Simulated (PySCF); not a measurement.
Multinuclear NMR of C3H10Cl2Si4

Molfile (atoms numbered from 1):
```
C3H10Cl2Si4
     RDKit          3D

 19 19  0  0  0  0  0  0  0  0999 V2000
    3.9981   -0.3874   -0.1691 C   0  0  0  0  0  0  0  0  0  0  0  0
    2.7202   -0.7303   -0.2422 C   0  0  0  0  0  0  0  0  0  0  0  0
    1.2592    0.3964    0.1290 Si  0  0  1  0  0  4  0  0  0  0  0  0
   -0.3897    0.3758   -1.5952 Si  0  0  1  0  0  4  0  0  0  0  0  0
    0.1343   -0.8477   -3.1611 Cl  0  0  0  0  0  0  0  0  0  0  0  0
   -1.9654   -0.6404   -0.1287 Si  0  0  2  0  0  4  0  0  0  0  0  0
   -3.4688    0.4695    0.2464 C   0  0  0  0  0  0  0  0  0  0  0  0
   -0.3167   -0.6235    1.5936 Si  0  0  2  0  0  4  0  0  0  0  0  0
   -0.8447    0.6033    3.1578 Cl  0  0  0  0  0  0  0  0  0  0  0  0
    4.8021   -1.0681   -0.4045 H   0  0  0  0  0  0  0  0  0  0  0  0
    4.2978    0.6024    0.1358 H   0  0  0  0  0  0  0  0  0  0  0  0
    2.4780   -1.7382   -0.5594 H   0  0  0  0  0  0  0  0  0  0  0  0
    1.8472    1.6988    0.4900 H   0  0  0  0  0  0  0  0  0  0  0  0
   -0.7364    1.6195   -2.2963 H   0  0  0  0  0  0  0  0  0  0  0  0
   -2.5342   -1.9521   -0.4935 H   0  0  0  0  0  0  0  0  0  0  0  0
   -4.0634    0.0662    1.0608 H   0  0  0  0  0  0  0  0  0  0  0  0
   -4.1244    0.5823   -0.6126 H   0  0  0  0  0  0  0  0  0  0  0  0
   -3.1435    1.4616    0.5452 H   0  0  0  0  0  0  0  0  0  0  0  0
    0.0405   -1.8636    2.2965 H   0  0  0  0  0  0  0  0  0  0  0  0
  1  2  2  0
  2  3  1  0
  3  4  1  0
  4  5  1  0
  4  6  1  0
  6  7  1  0
  6  8  1  0
  8  9  1  0
  8  3  1  0
  1 10  1  0
  1 11  1  0
  2 12  1  0
  3 13  1  1
  4 14  1  6
  6 15  1  6
  7 16  1  0
  7 17  1  0
  7 18  1  0
  8 19  1  1
M  END
```

- shielding tensors at PBE0/pcSseg-1 (GIAO)
- geometry: GFN2-xTB
- code: PySCF 2.14.0 with density-fitted response routines
- non-relativistic, isolated molecule, averaged over atoms made equivalent by symmetry, fast rotation or ring inversion, one computed conformer

Question: What are the 29Si shifts?

Answer: 
| atoms | environment | σ (ppm) | δ (ppm) |
| --- | --- | --- | --- |
| Si8 | silicon bonded to Cl, 2 Si, H, in a 4-membered ring | 343.7 | -2.5 |
| Si4 | silicon bonded to Cl, 2 Si, H, in a 4-membered ring | 344.6 | -3.2 |
| Si3 | silicon bonded to C, 2 Si, H, in a 4-membered ring | 377.3 | -30.1 |
| Si6 | silicon bonded to C, 2 Si, H, in a 4-membered ring | 380.3 | -32.6 |

Shieldings were converted by a linear fit to measured shifts: 29Si: δ = 279.94 − 0.822σ (rms 8.9 ppm, 72 shifts, 25.8 ppm with the 6 outliers that the fit left out vs TMS, solution or neat liquid). Occasional misses reach two or three times the rms, and more in compound classes unlike the fitted ones.

On a 400 MHz spectrometer 29Si resonates near 79.5 MHz, so 1 ppm is 79.5 Hz.
